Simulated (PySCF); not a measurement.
**Ionisation energy of O²⁺ by level of theory**

O²⁺ [He] 2s2 2p2 (3P) → O³⁺ [He] 2s2 2p1 (2P), as a difference of total energies. All numbers are calculated (PySCF 2.14, scalar relativity by spin-free X2C-1e, in aug-cc-pCVTZ-DK with one added diffuse shell each of s, p, d, f type (8s7p5d3f, 75 functions)). Correlated levels: valence: 1s2 frozen; valence and next inner shell: nothing frozen. The calculations carry no spin-orbit coupling.

```tsv
method	ionisation energy (eV)	difference from reference (eV)
UHF	54.579	-0.357
LDA	55.391	+0.455
PBE	55.243	+0.307
PBE0	55.278	+0.342
r2SCAN	55.580	+0.644
CAM-B3LYP	55.407	+0.471
TPSSh	55.223	+0.287
wB97X-V	54.979	+0.043
B97-3	55.257	+0.321
MP2 (valence)	54.974	+0.038
SCS-MP2 (valence)	54.823	-0.113
MP2 (valence and next inner shell)	55.026	+0.090
SCS-MP2 (valence and next inner shell)	54.862	-0.074
```

Reference: 54.936 eV (semi-empirical (NIST evaluation); NIST Atomic Spectra Database, ionization energies).

Errors of the correlated levels include the incompleteness of this basis and the frozen core.
